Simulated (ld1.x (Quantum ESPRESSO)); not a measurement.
# Scattering properties, TM potential for Co (Z = 27)

```
Element                 : cobalt
Generator               : ld1.x (Quantum ESPRESSO) 7.5
Type                    : norm-conserving Troullier–Martins (Kleinman–Bylander form)
Functional              : PBE
Relativity              : scalar-relativistic
Frozen core             : [Ne] 3s2
Valence charge          : 15
Reference configuration : 3p6 3d7 4s0 4p0 (charge +2)
Partial waves           : 4s (bound, empty): rc 2.10 bohr; 3d (bound): rc 1.65 bohr; 3p (bound): rc 1.00 bohr
Local potential         : the p channel
Core correction         : none
```

The phase is arctan(r·u′/u) with u = r·R(r), unwrapped; energies in Ry, scanned from -8 to 5 Ry. A pole is an energy at which the radial function vanishes at the test radius. The pseudo phase is shifted by a multiple of π to meet the all-electron one at the reference energy, and phase errors are pseudo minus all-electron; the curves can meet again beyond the range given. Levels narrower than the energy grid can be missing from the lists of poles.

```csv
channel,radius (bohr),reference energy (Ry),"poles, all-electron","poles, pseudo",unbroken range about the reference energy with phases within 0.05 rad,phase error 1 Ry above the reference energy (rad)
s,2.31,-1.54,1.00,0.87,below 2.5,-0.005
p,2.31,-6.23,"-6.20, 2.19","-6.20, 2.13",the whole range,-0.000
d,2.31,-1.99,"-1.82, 4.14","-1.82, 4.62",below 0.2,+0.005
```

Note: ghost state, extra bound levels that the all-electron valence spectrum of the same l lacks: s at -114.9 eV. A true bound ghost makes a file unfit for plane-wave use.

Phases in the p channel:

```
E (Ry)  all-electron  pseudo
 -8.00         1.392   1.392
 -7.52         1.383   1.383
 -7.04         1.370   1.370
 -6.56         1.340   1.340
 -6.08        -1.716  -1.716
 -5.60        -1.774  -1.774
 -5.12        -1.795  -1.795
 -4.64        -1.816  -1.816
 -4.16        -1.840  -1.840
 -3.68        -1.870  -1.870
 -3.20        -1.910  -1.910
 -2.72        -1.967  -1.968
 -2.24        -2.057  -2.058
 -1.76        -2.217  -2.220
 -1.28        -2.559  -2.567
 -0.80        -3.290  -3.310
 -0.32        -4.010  -4.025
  0.16        -4.344  -4.353
  0.64        -4.504  -4.510
  1.12        -4.596  -4.601
  1.60        -4.657  -4.662
  2.08        -4.704  -4.708
  2.56        -4.742  -4.746
  3.04        -4.776  -4.781
  3.52        -4.810  -4.816
  4.00        -4.846  -4.854
  4.48        -4.888  -4.899
  4.96        -4.942  -4.960
```
